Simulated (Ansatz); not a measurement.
Basis-set series for C4HF7O (`FC1C(F)(F)OC(F)(F)C1(F)F`). The species carries charge 0 and has multiplicity 1. The structure was optimised at the PBE0-D4/def2-TZVP level.

```tsv
functional	basis	functions	energy (Eh)	HOMO (eV)	LUMO (eV)
PBE0-D4	def2-SVP	173	-925.55254	-10.11	0.56
PBE0-D4	def2-QZVPP	714	-926.70281	-10.26	-0.01
ωB97M-V	def2-SVP	173	-926.21869	-12.45	2.75
ωB97M-V	def2-QZVPP	714	-927.38738	-12.64	1.67
```

**Question.** Give the rows for def2-TZVPP. (Best estimate.)

**Answer.** Ansatz gave: 
```
functional       basis  functions  energy (Eh)  HOMO (eV)  LUMO (eV)
   PBE0-D4  def2-TZVPP        386   -926.65726     -10.21       0.17
   ωB97M-V  def2-TZVPP        386   -927.34490     -12.58       2.16
```

Positive LUMOs are unbound and depend on the basis.
